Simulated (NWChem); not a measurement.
The numbers come from NWChem runs, not from measurements. System: Cl2Sn, charge 0, spin multiplicity 1, at a geometry optimised with PBE/def2-SVP with def2 effective core potentials on Sn. The structure started from a generated list of species. Level: CCSD(T)/def2-SVP with def2 effective core potentials on Sn, 14 core orbitals frozen.

Input file:

```
start mol
memory heap 100 mb stack 700 mb global 1900 mb
geometry units angstroms nocenter noautoz
  Sn     0.000000     0.000000     0.626645
  Cl     1.849239     0.000000    -0.921537
  Cl    -1.849239     0.000000    -0.921537
  symmetry group C2v
end
basis spherical
  * library def2-svp
end
ecp
  Sn library def2-ecp
end
scf
  rhf
  nopen 0
  maxiter 100
  thresh 1e-7
  semidirect memsize 60000000 filesize 0
end
ccsd
  freeze core 14
  maxiter 60
end
task ccsd(t) energy
```

Part of the output:

```
             Northwest Computational Chemistry Package (NWChem) 7.3.0
             --------------------------------------------------------

                                NWChem Input Module
                                -------------------

 Scaling coordinates for geometry "geometry" by  1.889725989
 (inverse scale =  0.529177249)

 Turning off AUTOSYM since
 SYMMETRY directive was detected!

                             Geometry "geometry" -> ""
                             -------------------------

 Output coordinates in angstroms (scale by  1.889725989 to convert to a.u.)

  No.       Tag          Charge          X              Y              Z
 ---- ---------------- ---------- -------------- -------------- --------------
    1 Sn                  50.0000     0.00000000     0.00000000     0.62664500
    2 Cl                  17.0000     1.84923900     0.00000000    -0.92153700
    3 Cl                  17.0000    -1.84923900     0.00000000    -0.92153700

 Effective nuclear repulsion energy (a.u.)     414.3572851231

            Nuclear Dipole moment (a.u.)
            ----------------------------
        X                 Y               Z
 ---------------- ---------------- ----------------
     0.0000000000     0.0000000000    -0.0000151178

      Symmetry information
      --------------------

 Group name             C2v
 Group number             16
 Group order               4
 No. of unique centers     2

      Symmetry unique atoms

     1    2


 Summary of "ao basis" -> "" (spherical)
 ------------------------------------------------------------------------------
       Tag                 Description            Shells   Functions and Types
 ---------------- ------------------------------  ------  ---------------------
 *                          def2-svp                  on all atoms

 Summary of "ao basis" -> "ao basis" (spherical)
 ------------------------------------------------------------------------------
       Tag                 Description            Shells   Functions and Types
 ---------------- ------------------------------  ------  ---------------------
 Sn                         def2-svp                10       26   4s4p2d
 Cl                         def2-svp                 8       18   4s3p1d

                                 NWChem SCF Module
                                 -----------------

  ao basis        = "ao basis"
  functions       =    62
  atoms           =     3
  closed shells   =    28
  open shells     =     0
  charge          =   0.00
  wavefunction    = RHF
  use symmetry    = T
  symmetry adapt  = T

 Summary of "ao basis" -> "ao basis" (spherical)
 ------------------------------------------------------------------------------
       Tag                 Description            Shells   Functions and Types
 ---------------- ------------------------------  ------  ---------------------
 Sn                         def2-svp                10       26   4s4p2d
 Cl                         def2-svp                 8       18   4s3p1d

      Symmetry analysis of basis
      --------------------------

        a1         25
        a2          7
        b1         19
        b2         11

 Forming initial guess at       0.0s

      Superposition of Atomic Density Guess
      -------------------------------------

 Sum of atomic energies:       -1167.74278141

      Non-variational initial energy
      ------------------------------

 Total energy =   -1132.018073
 1-e energy   =   -2056.270818
 2-e energy   =     718.779516
 HOMO         =      -0.298830
 LUMO         =      -0.048505

      Symmetry analysis of molecular orbitals - initial
      -------------------------------------------------

  Numbering of irreducible representations:

     1 a1          2 a2          3 b1          4 b2

  Orbital symmetries:

     1 a1          2 b1          3 a1          4 b1          5 a1
     6 b1          7 b2          8 a1          9 b1         10 a2
    11 a1         12 b1         13 a1         14 b2         15 b1
    16 a1         17 a1         18 a2         19 b2         20 a1
    21 b1         22 a1         23 b1         24 a1         25 b2
    26 a2         27 b1         28 a1         29 b2         30 b1
    31 a1         32 a1         33 b1         34 a1         35 b2
    36 a1         37 a2         38 b2

 Starting SCF solution at       0.3s

 ----------------------------------------------
         Quadratically convergent ROHF

 Convergence threshold     :          1.000E-07
 Maximum no. of iterations :          100
 Final Fock-matrix accuracy:          1.000E-09
 ----------------------------------------------

              iter       energy          gnorm     gmax       time
             ----- ------------------- --------- --------- --------
                 1    -1132.1174563369  7.01D-01  1.83D-01      0.3
                 2    -1132.1668266626  1.39D-01  4.37D-02      0.3
                 3    -1132.1694790892  1.10D-02  3.97D-03      0.3
                 4    -1132.1695101316  6.83D-05  3.68D-05      0.4
                 5    -1132.1695101327  9.00D-09  4.50D-09      0.4

       Final RHF  results
       ------------------

         Total SCF energy =  -1132.169510132684
      One-electron energy =  -2056.988967258148
      Two-electron energy =    719.346227496477
 Nuclear repulsion energy =    205.473229628987

        Time for solution =      0.1s

       Symmetry analysis of molecular orbitals - final
       -----------------------------------------------

  Numbering of irreducible representations:

     1 a1          2 a2          3 b1          4 b2
[...]
     -   - - -        -----         ----         -------
     0   0 0 0     -0.000000      0.000000     56.000000

     1   1 0 0     -0.000000      0.000000      0.000000
     1   0 1 0      0.000000      0.000000      0.000000
     1   0 0 1      1.497731      0.000000    -33.157261

     2   2 0 0    -43.299510      0.000000    415.205097
     2   1 1 0     -0.000000      0.000000      0.000000
     2   1 0 1     -0.000000      0.000000      0.000000
     2   0 2 0    -33.989385      0.000000      0.000000
     2   0 1 1      0.000000      0.000000      0.000000
     2   0 0 2    -38.247863      0.000000    133.960914

                   Four-Index Transformation
                   -------------------------
          Number of basis functions:             62
          Number of shells:                      26
          Number of occupied orbitals:           28
          Number of occ. correlated orbitals:    14
          Block length:                          16
          Superscript MO index range:     15 -   28
          Subscript MO index range:       15 -   62
          MO coefficients read from:  ./mol.movecs
          Number of operator matrices in core:  210
          Half-transformed integrals produced

     Pass:    1     Index range:   15  -   28     Time:      1.02
 ------------------------------------------
 MP2 Energy (coupled cluster initial guess)
 ------------------------------------------
 Reference energy:          -1132.169510132684081
 MP2 Corr. energy:             -0.345080067894294
 Total MP2 energy:          -1132.514590200578368

 ****************************************************************************
              the segmented parallel ccsd program:    1 nodes
 ****************************************************************************

 level of theory    ccsd(t)
 number of core        14
 number of occupied    14
 number of virtual     34
 number of deleted      0
 total functions       62
 number of shells      26
 basis label          566

   ***** ccsd parameters *****
   iprt   =     0
   convi  =  0.100E-05
   maxit  =    60
   mxvec  =     5
 memory            104844180
  Using  1 OpenMP thread(s) in CCSD
  IO offset    20.000000000000000
  IO error message >End of File
  file_read_ga: failing reading from ./mol.t2
  Failed reading restart vector from ./mol.t2
  Using MP2 initial guess vector

-------------------------------------------------------------------------
 iter     correlation     delta       rms       T2     Non-T2      Main
             energy      energy      error      ampl     ampl      Block
                                                time     time      time
-------------------------------------------------------------------------
   1     -0.3666879562 -3.667D-01  8.789D-02     1.43     0.00     1.36
   2     -0.3745729436 -7.885D-03  1.226D-01     1.41     0.00     1.34
   3     -0.3760869749 -1.514D-03  1.288D-02     1.39     0.00     1.31
   4     -0.3772608544 -1.174D-03  7.539D-03     1.34     0.00     1.28
   5     -0.3773881575 -1.273D-04  3.731D-03     1.33     0.00     1.27
   6     -0.3773601719  2.799D-05  2.753D-04     1.43     0.00     1.37
   7     -0.3773658663 -5.694D-06  1.611D-04     1.36     0.00     1.29
   8     -0.3773631904  2.676D-06  3.201D-05     1.33     0.00     1.27
   9     -0.3773671942 -4.004D-06  4.668D-05     1.34     0.00     1.28
  10     -0.3773676974 -5.031D-07  1.310D-05     1.34     0.00     1.27
  11     -0.3773680447 -3.473D-07  2.063D-06     1.34     0.00     1.27
  12     -0.3773680231  2.160D-08  3.032D-06     1.36     0.00     1.29
  13     -0.3773680078  1.524D-08  3.061D-07     1.38     0.00     1.31
                  *************converged*************
-------------------------------------------------------------------------

 -----------
 CCSD Energy
 -----------
 Reference energy:           -1132.169510132684081
 CCSD corr. energy:             -0.377368007820366
 Total CCSD energy:          -1132.546878140504532

 --------------------------------
 Spin Component Scaled (SCS) CCSD
 --------------------------------
 Same spin contribution:                 -0.089413938673249
 Same spin scaling factor:                1.130000000000000
 Opposite spin contribution:             -0.287954069147117
 Opposite spin scaling fact.:             1.270000000000000
 SCS-CCSD correlation energy:            -0.466739418517610
 Total SCS-CCSD energy:               -1132.636249551201672
 memory            104844180

*********triples calculation*********

nkpass=    1; nvpass=    1; memdrv=         115566; memtrn=         731740; memavail=      104843692
 memory available/node                      104843692
 total number of virtual orbitals        34
 number of virtuals per integral pass    34
 number of integral evaluations           1
 number of occupied per triples pass     14
 number of triples passes                 1

 commencing integral evaluation        1 at          18.88
  symmetry use  T
task         2 out of       351 done   0%  at       0.1 secs
task        19 out of       351 done   5%  at       0.1 secs
task        36 out of       351 done  10%  at       0.3 secs
task        53 out of       351 done  15%  at       0.3 secs
task        74 out of       351 done  21%  at       0.3 secs
task        89 out of       351 done  25%  at       0.4 secs
task       106 out of       351 done  30%  at       0.5 secs
task       123 out of       351 done  35%  at       0.5 secs
task       141 out of       351 done  40%  at       0.5 secs
task       158 out of       351 done  45%  at       0.6 secs
task       176 out of       351 done  50%  at       0.6 secs
task       194 out of       351 done  55%  at       0.7 secs
task       211 out of       351 done  60%  at       0.7 secs
task       235 out of       351 done  66%  at       0.7 secs
task       246 out of       351 done  70%  at       0.7 secs
task       264 out of       351 done  75%  at       0.8 secs
task       281 out of       351 done  80%  at       0.8 secs
task       299 out of       351 done  85%  at       0.8 secs
task       317 out of       351 done  90%  at       0.8 secs
task       334 out of       351 done  95%  at       0.9 secs
task       351 out of       351 done 100%  at       0.9 secs
 commencing triples evaluation - blocking       1
 ccsd(t): done        1 out of       34 progress:    2.9%
 ccsd(t): done        2 out of       34 progress:    5.9%
 ccsd(t): done        3 out of       34 progress:    8.8%
 ccsd(t): done        4 out of       34 progress:   11.8%
 ccsd(t): done        5 out of       34 progress:   14.7%
 ccsd(t): done        6 out of       34 progress:   17.6%
 ccsd(t): done        7 out of       34 progress:   20.6%
 ccsd(t): done        8 out of       34 progress:   23.5%
 ccsd(t): done        9 out of       34 progress:   26.5%
 ccsd(t): done       10 out of       34 progress:   29.4%
 ccsd(t): done       11 out of       34 progress:   32.4%
 ccsd(t): done       12 out of       34 progress:   35.3%
 ccsd(t): done       13 out of       34 progress:   38.2%
 ccsd(t): done       14 out of       34 progress:   41.2%
 ccsd(t): done       15 out of       34 progress:   44.1%
 ccsd(t): done       16 out of       34 progress:   47.1%
 ccsd(t): done       17 out of       34 progress:   50.0%
 ccsd(t): done       18 out of       34 progress:   52.9%
 ccsd(t): done       19 out of       34 progress:   55.9%
 ccsd(t): done       20 out of       34 progress:   58.8%
 ccsd(t): done       21 out of       34 progress:   61.8%
 ccsd(t): done       22 out of       34 progress:   64.7%
 ccsd(t): done       23 out of       34 progress:   67.6%
 ccsd(t): done       24 out of       34 progress:   70.6%
 ccsd(t): done       25 out of       34 progress:   73.5%
 ccsd(t): done       26 out of       34 progress:   76.5%
 ccsd(t): done       27 out of       34 progress:   79.4%
 ccsd(t): done       28 out of       34 progress:   82.4%
 ccsd(t): done       29 out of       34 progress:   85.3%
 ccsd(t): done       30 out of       34 progress:   88.2%
 ccsd(t): done       31 out of       34 progress:   91.2%
 ccsd(t): done       32 out of       34 progress:   94.1%
 ccsd(t): done       33 out of       34 progress:   97.1%
 ccsd(t): done       34 out of       34 progress:  100.0%
 Time for integral evaluation pass     1        0.90
 Time for triples evaluation pass      1        1.41

 pseudo-e(mp4)  -0.10536354156316E-01
 pseudo-e(mp5)   0.48069562420424E-03
        e(t)    -0.10055658532112E-01

 --------------
 CCSD(T) Energy
 --------------
 Reference energy:                   -1132.169510132684081

 CCSD corr. energy:                     -0.377368007820366
 T(CCSD) corr. energy:                  -0.010536354156316
 Total CCSD+T(CCSD) energy:          -1132.557414494660861

 CCSD corr. energy:                     -0.377368007820366
 (T) corr. energy:                      -0.010055658532112
 Total CCSD(T) energy:               -1132.556933799036642

 routine      calls  cpu(0)   cpu-min  cpu-ave  cpu-max   i/o
 aoccsd          1     0.01     0.01     0.01     0.01    0.00
 iterdrv         1     0.01     0.01     0.01     0.01    0.00
 pampt          13     0.06     0.06     0.06     0.06    0.00
 t2pm           13     0.10     0.10     0.10     0.10    0.00
 sxy            13     0.16     0.16     0.16     0.16    0.00
 ints      1515241    12.69    12.69    12.69    12.69    0.00
 t2eri        4563     3.27     3.27     3.27     3.27    0.00
 idx2         4563     0.55     0.55     0.55     0.55    0.00
 idx34          13     0.07     0.07     0.07     0.07    0.00
 ht2pm          13     0.16     0.16     0.16     0.16    0.00
 itm            13     0.57     0.57     0.57     0.57    0.00
 pdiis          13     0.02     0.02     0.02     0.02    0.00
 triples         1     0.00     0.00     0.00     0.00    0.00
 rdtrpo          1     0.01     0.01     0.01     0.01    0.00
 trpmos          1     0.90     0.90     0.90     0.90    0.00
 trpdrv          1     0.21     0.21     0.21     0.21    0.00
 dovvv       99960     0.47     0.47     0.47     0.47    0.00
 doooo       99960     0.26     0.26     0.26     0.26    0.00
 tengy       93296     0.43     0.43     0.43     0.43    0.00
 Total                19.95    19.95    19.95    19.95    0.00

 Task  times  cpu:       21.6s     wall:       21.6s

 Total times  cpu:       21.6s     wall:       21.6s
```
